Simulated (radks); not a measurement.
The numbers below are computed, except where a source is named.
Spherical quantum dot in the effective-mass picture: electrons in a hard-walled sphere of radius 8.37, with a point charge +1 (a donor) at the centre, all in effective atomic units (hartree* = m*/eps^2 hartree, bohr* = eps/m* bohr), one dielectric constant everywhere. Level of theory: non-relativistic Kohn-Sham, LDA (Slater exchange, Perdew-Wang correlation), spin-polarised, spherical densities (a radial shooting solver with Libxc functionals). Levels are named by radial order and angular momentum (1s, 1p, 1d, 2s, ...), and open shells are averaged over m. Results are scaled to m* = 0.292 and eps = 12.2, for which hartree* = 53.38 meV and bohr* = 2.211 nm.

N = 16, configuration 1s2 1p6 1d(up 5, down 2) 2s(up 1, down 0). This is the lowest configuration that the search found. Occupied and some empty levels:

level    occupation  eigenvalue (meV)  <r> (nm)
1s up             1            116.98     11.51
1s down           1            118.27     12.88
1p up             3            119.18     13.46
1p down           3            120.11     13.45
2s up             1            121.27     5.622
1d up             5            122.32     13.75
1d down           2            123.26     13.75
1f up             0            126.73     14.01
2s down           0            127.52     5.337
1f down           0            127.67     14.01
1g up             0            132.32     14.24
1g down           0            133.26     14.24
2p up             0            138.60     9.095
2p down           0            139.90     9.382

Energy (meV): total 924.958, kinetic 219.70, external -186.52, Hartree 1057.8, exchange-correlation -166.02.
